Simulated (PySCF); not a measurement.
Compound: C2H7BF2OSi.
Bonds: C1–O2, O2–C3, C3–Si4, Si4–B5, B5–F6, B5–F7. Hydrogens: H8, H9, H10 on C1; H11, H12 on C3; H13, H14 on Si4.

Level: PBE0/pcSseg-1 and CAM-B3LYP/def2-SVPD in PySCF, non-relativistic, on one gas-phase PBE0-D3(BJ)/def2-SVP geometry that isn't relaxed in the solvent. The solvent is an IEF-PCM continuum (Bondi radii, 1.10 Å for H, scaled by 1.2). Specific hydrogen bonds and non-electrostatic terms are outside this model.

Gas phase at PBE0/pcSseg-1: HOMO -7.78 eV, LUMO -0.73 eV, dipole 2.41 D.

Question: What does the continuum do to the energy, the frontier levels and the dipole at PBE0/pcSseg-1 in acetone and dimethylsulfoxide?

Answer: 
```
          solvent      ε  E(solvent) − E(gas) (kcal/mol)  polarisation term (kcal/mol)  distortion of the solute (kcal/mol)  HOMO (eV)  LUMO (eV)  dipole (D)
          acetone  20.49                           -3.02                         -3.41                                 0.39      -7.60      -0.73        2.95
dimethylsulfoxide  46.83                           -3.17                         -3.60                                 0.43      -7.59      -0.74        2.98
```

The polarisation term is half the interaction of the solute with the surface charges that it induces; the rest is the cost of distorting the solute's density. The sum is the electrostatic part of solvation alone. From acetone to dimethylsulfoxide the lowering changes by a factor 1.05, Onsager's factor (ε − 1)/(2ε + 1) by 1.04 and ε itself by 2.3.

Question: Which radius a makes the point-dipole formula ΔE = −[(ε − 1)/(2ε + 1)]·μ²/a³ give the value in dimethylsulfoxide, with the gas-phase dipole?

Answer: μ = 0.947 au and |ΔE| = 0.00505 Eh give a = 2.34 Å; the farthest nucleus lies 3.31 Å from the centroid of the nuclei, so such a sphere wouldn't even hold the nuclei. The formula assumes a rigid point dipole at the centre of a sphere.

Question: Which Hirshfeld charges (PBE0/pcSseg-1) respond most in acetone (means over atoms taken as equivalent)?

Answer: 
```json
{"atoms": "O2", "environment": "ether oxygen", "gas (e)": "-0.136", "solvent (e)": "-0.149", "change": "-0.013"}
{"atoms": "H11/H12", "environment": "methylene hydrogen", "gas (e)": "+0.034", "solvent (e)": "+0.041", "change": "+0.007"}
{"atoms": "F6/F7", "environment": "boron-bound fluorine", "gas (e)": "-0.138", "solvent (e)": "-0.145", "change": "-0.007"}
{"atoms": "H8/H9/H10", "environment": "methyl hydrogen", "gas (e)": "+0.042", "solvent (e)": "+0.045", "change": "+0.003"}
{"atoms": "Si4", "environment": "SiH2 silicon", "gas (e)": "+0.261", "solvent (e)": "+0.263", "change": "+0.002"}
{"atoms": "C1", "environment": "methoxy carbon", "gas (e)": "-0.037", "solvent (e)": "-0.039", "change": "-0.002"}
{"atoms": "C3", "environment": "sp3 carbon bound to oxygen", "gas (e)": "-0.085", "solvent (e)": "-0.084", "change": "+0.001"}
{"atoms": "B5", "environment": "three-coordinate boron", "gas (e)": "+0.227", "solvent (e)": "+0.226", "change": "-0.001"}
{"atoms": "H13/H14", "environment": "Si–H hydrogen", "gas (e)": "-0.073", "solvent (e)": "-0.073", "change": "0.000"}
```

Question: How do the nuclear quadrupole coupling constants eQVzz/h respond in acetone?

Answer: 
```json
{"nucleus": "17O at O2", "Q (barn)": "-0.0256", "gas (MHz)": "-12.21", "solvent (MHz)": "-12.06", "η gas": "0.99", "η solvent": "0.99"}
{"nucleus": "11B at B5", "Q (barn)": "0.04059", "gas (MHz)": "3.53", "solvent (MHz)": "3.56", "η gas": "0.52", "η solvent": "0.55"}
```

Gas phase at CAM-B3LYP/def2-SVPD: HOMO -9.35 eV, LUMO 0.25 eV, dipole 2.46 D.

Question: What does the continuum do to the energy, the frontier levels and the dipole at CAM-B3LYP/def2-SVPD in acetone?

Answer: 
```
solvent      ε  E(solvent) − E(gas) (kcal/mol)  polarisation term (kcal/mol)  distortion of the solute (kcal/mol)  HOMO (eV)  LUMO (eV)  dipole (D)
acetone  20.49                           -3.08                         -3.53                                 0.45      -9.13       0.30        3.08
```

Question: How does the static polarisability (CAM-B3LYP/def2-SVPD, frozen core, with the continuum's full static response) change?

Answer: 
```tsv
medium	isotropic (au)	principal values (au)	⟨r²⟩ of the electrons (bohr²)
gas	72.1	65.1, 70.9, 80.4	1140.4
acetone	92.3	87.3, 91.1, 98.6	1139.6
```

The isotropic value in acetone is 1.28 times the gas-phase one; no cavity-field correction is applied. ⟨r²⟩ is taken about the centre of nuclear charge.

Time: 30 s wall; peak memory 0.99 GiB. Hardware: Arm Neoverse N1, one thread (shared host). This is the whole shielding run at PBE0/pcSseg-1 in dimethylsulfoxide, SCF included.

Shape of the structure used: `[CH3:1][O:2][CH2:3][SiH2:4][B:5]([F:6])[F:7]`: C1–O2–C3–Si4 179°, O2–C3–Si4–B5 -46°, C3–Si4–B5–F6 122°.
